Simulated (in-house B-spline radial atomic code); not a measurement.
Configurations of Cs2+, with energies counted from [Kr] 4d10 5s2 5p5. Level of theory: scalar-relativistic (X2C) HSE06, spin-polarised, spherical fractional occupations, exact exchange averaged over the configuration, Fermi nucleus of rms radius 4.8041 fm; calculated with an all-electron radial atomic-structure program (B-spline basis). Shells without spins written out take the highest spin.

Occupations are held fixed; configurations that lie above the ionisation limit could autoionise.

```csv
configuration,E - E(ref) (eV),highest orbital,its <r> (bohr)
[Kr] 4d10 5s2 5p4 6d1,24.514,6d up,6.265
[Kr] 4d10 5s1 5p5 6s1,31.574,6s up,3.866
[Ar] 3d9 4s2 4p6 4d10 5s2 5p6,715.95,5p down,1.91
[Ar] 3d9 4s2 4p6 4d10 5s2 5p5 6s1,735.08,6s up,3.809
[Ar] 3d9 4s2 4p6 4d10 5s2 5p5 5f1,744.2,5f up,5.925
```

Q: Order these further configurations by energy, lowest first.
A. [Kr] 4d10 5s1 5p5 6p1
B. [Kr] 4d10 5s1 5p5 5d1
C. [Kr] 4d9 4f1 5s2 5p5
D. [Kr] 4d10 5s2 5p4 5f1
E. [Kr] 4d10 5s1 5p5 6d1

A: D (25.958 eV), B (30.06 eV), A (35.049 eV), E (39.31 eV), C (85.015 eV).
